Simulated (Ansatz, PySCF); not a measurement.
FGaH6Si2, SMILES [F][Ga]([SiH3])[SiH3]. Atoms are numbered in the order given.

```xyz
10

Ga    -0.1883    -0.1211     0.0210
F     -1.6761    -1.0681     0.1767
Si    -0.5082     1.8743    -1.3032
H      0.7925     2.3579    -1.8622
H     -1.0669     2.9526    -0.4270
H     -1.4619     1.6282    -2.4270
Si     1.6789    -1.1267     1.1782
H      2.6368    -0.0764     1.6453
H      2.4078    -2.0255     0.2274
H      1.2256    -1.9339     2.3508
```
Charge 0, spin multiplicity 1.

Geometry: PBE0-D3(BJ)/def2-SVP.

Vertical ionisation energy (IE) and electron affinity (EA) in eV. Rows of orbital energies are one-electron estimates. Where ΔSCF, EOM or ADC give a negative EA the extra electron is unbound and the value depends on the basis.

| level | IE | EA |
|---|---|---|
| −ε(HOMO), −ε(LUMO), B3LYP/def2-TZVP (PySCF) | 7.21 | 2.42 |
| −ε(HOMO), −ε(LUMO), PBE/def2-TZVP (PySCF) | 6.37 | 2.94 |
| ΔSCF, CAM-B3LYP/def2-SVPD (Ansatz), final states of multiplicity 2 and 2 | 9.40 | 0.59 |
| ΔSCF, PBE/def2-SVPD (Ansatz), final states of multiplicity 2 and 2 | 9.05 | 0.64 |

Question: What vertical singlet–triplet gap does ΔSCF give with CAM-B3LYP/def2-SVPD (Ansatz, a first-principles code) and with PBE/def2-SVPD (Ansatz)? (An estimate is asked for; the answer gives what the named calculation found.)

Answer: 3.62 and 3.24 eV (triplet above singlet where positive).
